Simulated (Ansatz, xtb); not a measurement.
## Ranking isomers of GaH7OSi2

5 gas-phase structures of GaH7OSi2, found in a search over its isomers (lower ones may exist). Each was relaxed with GFN2-xTB; where two conformers were screened, the lower at r2SCAN-D4/def2-SVP is listed:

A. `[SiH3]O[SiH2][GaH2]`, a singlet
B. a singlet given by its coordinates
C. `[SiH3][SiH2][O][GaH2]`, a singlet
D. `[SiH3][O][GaH][SiH3]`, a singlet
E. `[GaH3-][O+]1[SiH2][SiH2]1`, a singlet

B (Å):

```csv
atom,x (Å),y (Å),z (Å)
Ga,-1.2922,1.6515,-0.5210
O,-0.7493,1.0643,-2.5574
Si,-0.3542,-0.2933,-1.4871
Si,-0.5815,1.2240,-4.1783
H,1.0646,-0.5431,-1.8209
H,-1.0665,-1.4145,-2.1366
H,-1.3844,0.1699,-4.7948
H,0.8396,1.0582,-4.4767
H,-1.0814,2.5669,-4.4354
H,-2.8546,1.9234,-0.5269
H,-0.4132,2.9210,-0.1591
```

Close contacts (Å): Ga1–O2 2.19, Ga1–Si3 2.37, O2–Si3 1.77, O2–Si4 1.64, Ga1–H10 1.59, Ga1–H11 1.59, Si3–H5 1.48, Si3–H6 1.48, Si4–H7 1.46, Si4–H8 1.46, Si4–H9 1.46.

Question: Which do you expect lowest at r2SCAN-D4/def2-SVP, and how would the others follow?

Answer: Calculated order at r2SCAN-D4/def2-SVP: D (0.0), C (7.9), A (9.1), B (10.1), E (34.6) kcal/mol. Less than 1 kcal/mol parts A and B, so the order within that pair means little.

Energies above the lowest of each column, in kcal/mol; the last columns are at B3LYP-D3(BJ)/def2-SVP geometries and were run for some of them only (a dash: not run or not comparable):

```tsv
structure	GFN2-xTB	HF/STO-3G	r2SCAN-D4/def2-SVP	B3LYP-D3(BJ)/def2-SVP	CCSD(T)/def2-SVP + ΔMP2/def2-TZVPP
D	0.0	6.3	0.0	0.0	0.0
C	17.5	0.0	7.9	5.7	6.4
A	7.3	31.0	9.1	2.7	1.1
B	5.6	15.1	10.1	relaxes to A	–
E	27.9	35.6	34.6	–	–
```

CCSD(T)/def2-SVP + ΔMP2/def2-TZVPP puts D lowest of those it was run on; HF/STO-3G picks C. CCSD(T)/def2-SVP + ΔMP2/def2-TZVPP orders those it was run on as D (0.0), A (1.1), C (6.4) kcal/mol. Some further structures that were screened fall inside this span and aren't listed. Flexible structures stand in one conformer each, not always the lowest. Frequencies (B3LYP-D3(BJ)/def2-SVP) were run for A, C, D alone. The ΔMP2 step shifts differences by up to 3.7 kcal/mol, which makes them less sure. ΔMP2 is the change of the MP2 energy from the smaller to the larger basis.

Over these structures GFN2-xTB departs from r2SCAN-D4/def2-SVP by 4.4 kcal/mol on average once a common shift is removed. A GFN2-xTB relaxation took about 0.11 s and the r2SCAN-D4/def2-SVP energy about 1.2 s on a shared host (Ansatz 0.2.0, xtb 6.7.1).
